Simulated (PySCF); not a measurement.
A GIAO shielding run with PySCF 2.14 (density fitting, non-relativistic, gas phase) on SMILES CS[SiH2]C#C[C@H]([SiH2]C)F, C5H11FSSi2:

```
$ OMP_NUM_THREADS=1 python probes_run.py task.json out

{"job": {"kind": "nmr", "xc": "PBE0", "basis": "pcSseg-1"}, "charge": 0, "multiplicity": 1}
C      1.610327     1.080467     1.155564
Si     2.474814    -0.590965     0.958059
C      1.709043    -1.471066    -0.597373
F      2.159597    -0.797532    -1.734927
C      0.271708    -1.449632    -0.548999
C     -0.933463    -1.383767    -0.501324
Si    -2.740739    -1.087236    -0.303380
S     -2.905606     0.833220     0.667171
C     -1.983676     1.860629    -0.520291
H      2.068802     1.668848     1.944836
H      0.559977     0.951649     1.406900
H      1.662775     1.661690     0.237666
H      3.902184    -0.456921     0.658848
H      2.227596    -1.488691     2.090263
H      2.069356    -2.500753    -0.702201
H     -3.381228    -1.005727    -1.614125
H     -3.351526    -2.012929     0.634333
H     -1.036779     1.383964    -0.755310
H     -2.574713     1.995611    -1.421387
H     -1.813599     2.819819    -0.042561
```

Hardware: 1 thread of an Arm Neoverse V2, shared host. The job also computes population analyses, field gradients.

**Question.** How large is the calculation?

**Answer.** 94 electrons, 229 basis functions and 1257 auxiliary functions.

**Question.** How long does it take, and how much memory does it need?

**Answer.** 53 s of wall time, with 14 SCF cycles and 5 response iterations; peak memory 1.1 GiB. Times on a shared host scatter by some tens of per cent.
